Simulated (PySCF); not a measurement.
A geometry optimisation on `[Cl][GeH2][PH2]`.

Computed with PBE0-D3(BJ)/def2-SVP geometry optimisation, gas phase (PySCF 2.14.0). Start geometry: GFN2-xTB. A driver script takes a list of jobs; this job's settings line and coordinates (Å) are shown.

Input:
```
{"job": {"xc": "PBE0", "basis": "def2-SVP", "d3": "d3bj", "grid": 1, "maxiter": 30, "shake": 0.01, "kind": "geom"}, "charge": 0, "multiplicity": 1}
P      1.510610    -0.623420     0.301750
Ge    -0.777220    -0.208180     0.032200
Cl    -1.194200     1.745140    -0.697170
H      1.805540    -0.072510    -0.963530
H      1.678180     0.627330     0.903390
H     -1.439020    -1.147290    -0.953460
H     -1.549940    -0.350160     1.326890
```

Task: What does the run print?

Result: 
```
step   0  E = -2879.94615830  max force = 0.015650
step   1  E = -2879.94868338  max force = 0.007000
step   2  E = -2879.94901136  max force = 0.002870
step   3  E = -2879.94903447  max force = 0.000617
step   4  E = -2879.94903389  max force = 0.000564
step   5  E = -2879.94903529  max force = 0.000607
step   6  E = -2879.94903856  max force = 0.000352
optimisation converged
```

Energies in Eh; «max force» is the largest Cartesian gradient component in Eh/bohr.

Task: How much energy does the optimisation release, in kcal/mol?

Result: E(step 0) − E(last step) = 0.002880 Eh, which is 1.8 kcal/mol.

Task: Give the first gradient maximum in eV/Å.

Result: With 1 Eh/bohr = 51.422 eV/Å, 0.805 eV/Å.

Main results: final energy -2879.94904 Eh after 6 steps; dipole 1.16 D.

Task: Where do the atoms end?

Result: 0.056 Å rms from the input after alignment:
```
atom  x, y, z in Å
P1     1.2419   -0.3450    0.0757
Ge2   -1.0582   -0.1734   -0.0900
Cl3   -1.6623    1.7989   -0.7654
H4     1.4526    0.2015   -1.2268
H5     1.3667    0.9207    0.7253
H6    -1.5905   -1.1809   -1.1217
H7    -1.7095   -0.3814    1.2864
```

Task: How long does this job take on Arm Neoverse V2, one thread, on a shared host? And the peak memory of the process?

Result: About 16 s, with 0.36 GiB resident at the peak, the Python interpreter and its libraries included.
Labels such as C1 count atoms from 1, the log's own numbers from 0.
